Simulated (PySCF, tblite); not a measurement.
Isomers of [C7H9FO]+ (charge +1 and doublet state), one GFN2-xTB conformer each. Single-point energies are computed at B3LYP/pcH-1 (PySCF, gas phase, no added dispersion term), electronic only. GFN2-xTB treats the open shell by occupation alone, and not every SCF solution was tested for stability.

**Question.** Rank them by B3LYP/pcH-1 energy, lowest first (kcal/mol).
A. `[CH3:1][O:2][C@@:3]12[CH2:4][CH+:5][C:6]([F:7])[C@@H:8]1[CH2:9]2` (charge +1 and doublet state) with C1–O2–C3–C4 -18°
B. `[O+]=C1C[C@@H]2CC[C@@]1(F)C2` [radical]

**Answer.** B (0.0), A (18.6).

As drawn, the higher has a three-membered ring, which the lower lacks. GFN2-xTB itself gives, in the same order: 0.0, 21.9. Both levels put the same isomer lowest.

**Question.** What happens when harmonic zero-point energies from GFN2-xTB frequencies are added?

**Answer.** 
```csv
SMILES,ZPE (kcal/mol),electronic (kcal/mol),with ZPE (kcal/mol)
[O+]=C1C[C@@H]2CC[C@@]1(F)C2,90.0,0.0,0.0
CO[C@@]12C[CH+][C](F)[C@@H]1C2,87.8,18.6,16.4
```

The zero-point energies span 2.2 kcal/mol. The order is unchanged.
